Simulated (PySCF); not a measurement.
# YbH2 at several levels of theory

Computed with PySCF 2.14.0 (density fitting, no spin-orbit coupling) at the geometry relaxed with PBE0:

```xyz
3
YbH2 (singlet in the valence; each metal's 4f electrons, 14 of them, lie in its core potential, out of spins and levels)
Yb    0.0000    0.0000   -0.0410
H     1.8798    0.0000    0.9429
H    -1.8798    0.0000    0.9429
```

```
level                                    basis    state  HOMO (eV)  gap (eV)  charge on Yb1 (e)  population of f-type functions on Yb1 (polarisation alone where 4f lies in the core)  dipole about the centre of mass (D)  largest force component (eV/Å)
 PBE0    Yb lcecp-0-SVP with ECP60, H def2-SVP  singlet          –         –               0.33                                                                                  0.00                                 5.74                            0.00
M06-L                                 the same  singlet          –         –               0.43                                                                                  0.00                                 6.14                            0.07
 PBE0  Yb lcecp-0-TZVP with ECP60, H def2-TZVP  singlet          –         –               0.61                                                                                  0.01                                 5.73                            0.09
```

In the lcecp rows the 4f levels are missing from HOMO and gap, and the state counts the valence alone.

Charges are Mulliken's, which hang on the basis. The relaxation used the grid (50, 194), these runs (75, 302) or, all-electron (x2c bases, spin-free X2C Hamiltonian), (99, 590).

(1) What does r2SCAN with Yb lcecp-0-SVP with ECP60, H def2-SVP give here?

An lcecp potential fixes the number of 4f electrons, so in runs with it no electron can move into or out of that shell.

Answers

(1) state singlet, charge on Yb1 (e) 0.34, population of f-type functions on Yb1 (polarisation alone where 4f lies in the core) 0.00, dipole about the centre of mass (D) 5.81, largest force component (eV/Å) 0.03. Time: 2.7 s on 2 threads of Intel(R) Xeon(R) Platinum 8375C CPU @ 2.90GHz (Ice Lake), on a shared host, from an already converged density.
